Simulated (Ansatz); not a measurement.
Reaction (ligand exchange at a B–N bond): `NB(F)F` + HBr → `FB(F)Br` + NH₃

Isolated molecules relaxed with PBE0-D4/def2-TZVP in Ansatz; ΔE leaves out vibrations. CCSD(T)/CBS adds triple-zeta CCSD(T) − MP2 to the extrapolated MP2 energy (def2 sets, frozen cores). This one scheme is used for every species. Functionals use def2-TZVPP. HSE06 is defined as in plane-wave codes. For Br outer-core shells are correlated without core-valence functions, which leaves a few kJ/mol of doubt a bond. Scalar relativity is left out up to krypton. One conformer a species, not always the lowest.

`NB(F)F`:

```xyz
6

N    -0.613    0.074   -0.419
B     0.531   -0.064    0.362
F     0.457   -0.111    1.689
F     1.736   -0.153   -0.191
H    -0.579    0.111   -1.421
H    -1.532    0.143   -0.020
```

HBr:

Z-matrix (Å, degrees):
```
Br
H 1 1.420
```

`FB(F)Br`:

Cartesian coordinates in Å:
```
F -1.381 -0.013 -0.131
B -0.091 -0.085 0.074
F 0.369 -0.936 0.956
Br 1.103 1.034 -0.898
```

NH₃:

Cartesian coordinates in Å:
```
N 0.257 -0.085 0.078
H 0.231 0.910 -0.110
H -0.054 -0.555 -0.763
H -0.433 -0.270 0.795
```

Is it downhill or uphill in electronic energy at CCSD(T)/CBS, and by how much? (An estimate is asked.)

Computed: Uphill: ΔE = +0.50 eV.

What do these levels give: LDA (SPW92), revPBE-D4, B97M-V, HSE06-D4, ωB97X-V, PBE-QIDH, PBE, r2SCAN, r2SCANh, CAM-B3LYP, MP2/def2-SVP, MP2/CBS(def2)? (Estimate.)

Ansatz gave: LDA (SPW92) 0.59, revPBE-D4 0.45, B97M-V 0.50, HSE06-D4 0.52, ωB97X-V 0.53, PBE-QIDH 0.52, PBE 0.48, r2SCAN 0.51, r2SCANh 0.52, CAM-B3LYP 0.62, MP2/def2-SVP 0.62, MP2/CBS(def2) 0.46 eV.

What do rigid-rotor, harmonic-oscillator terms from PBE0-D4/def2-TZVP frequencies (298.15 K, 1 bar) make of the CCSD(T)/CBS value? (An estimate is asked.)

Computed: ΔZPE = +0.05 eV, ΔH = +0.55 eV, ΔS = 9 J/(mol·K), ΔG = +0.52 eV.

Largest T1 diagnostic among the species: 0.011.

From PBE to PBE0 (25 % exact exchange), in def2-TZVPP and without D4, ΔE moves by +0.05 eV. In def2-TZVPP, CCSD(T) changes the Hartree–Fock value by −0.13 eV (the triples alone add −0.03 eV) and MP2 by −0.17 eV. Leaving LDA and LC-ωPBE aside and taking each functional with its dispersion term where it has one, the values, not all of them listed here, spread over 0.16 eV, from revPBE-D4 to CAM-B3LYP-D4. LDA lies +0.11 eV from PBE without D4.
